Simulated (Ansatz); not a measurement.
Frontier orbitals of `C[O][Mo]([F])(=[S])([Cl])[Cl]`.

```xyz
10

C     0.466   -1.663    0.121
O     0.760   -0.323   -0.154
Mo   -0.199    1.236   -0.198
F    -0.735    0.763   -1.915
S     1.230    2.724   -0.350
Cl   -2.167    2.393   -0.149
Cl   -0.539    0.894    2.052
H     0.124   -1.743    1.159
H    -0.315   -2.030   -0.551
H     1.375   -2.251   -0.016
```

The species carries charge 0 and has multiplicity 1. Correlated methods include outer-core shells of Mo, which these sets cover unevenly. Mo: def2 effective core potential. The structure was optimised at the PBE0-D4/def2-TZVP level. It is one conformer, not always the lowest. Basis def2-TZVPP, Ansatz.

A caution on the coupled-cluster cation, which keeps the state that its UHF reference found: large T1 diagnostic of the cation; spin contamination of the cation.

```csv
functional,HOMO (eV),LUMO (eV)
B97M-V,-7.57,-4.76
```

Problem. Give HOMO and LUMO (eV) with LDA (SPW92), PBE, revPBE, BLYP, r2SCAN, PBE0, B3LYP, r2SCANh, r2SCAN0, HSE06 (plane-wave form), BHLYP, CAM-B3LYP, LC-ωPBE, ωB97X-V, ωB97M-V, HF. (An estimate is asked.)

Solution. The calculation gave: 
| functional | HOMO | LUMO |
| --- | --- | --- |
| LDA (SPW92) | -7.29 | -4.85 |
| PBE | -7.14 | -4.66 |
| revPBE | -7.08 | -4.59 |
| BLYP | -6.97 | -4.54 |
| r2SCAN | -7.48 | -4.74 |
| PBE0 | -8.44 | -4.05 |
| B3LYP | -8.17 | -4.22 |
| r2SCANh | -7.95 | -4.49 |
| r2SCAN0 | -8.66 | -4.08 |
| HSE06 (plane-wave form) | -8.04 | -4.42 |
| BHLYP | -9.57 | -3.20 |
| CAM-B3LYP | -9.70 | -3.01 |
| LC-ωPBE | -11.04 | -1.97 |
| ωB97X-V | -10.69 | -2.01 |
| ωB97M-V | -10.54 | -1.98 |
| HF | -11.33 | -0.65 |

B3LYP here is the variant with VWN-RPA as its local correlation; programs differ in this. LC-ωPBE has ω = 0.4 bohr⁻¹.
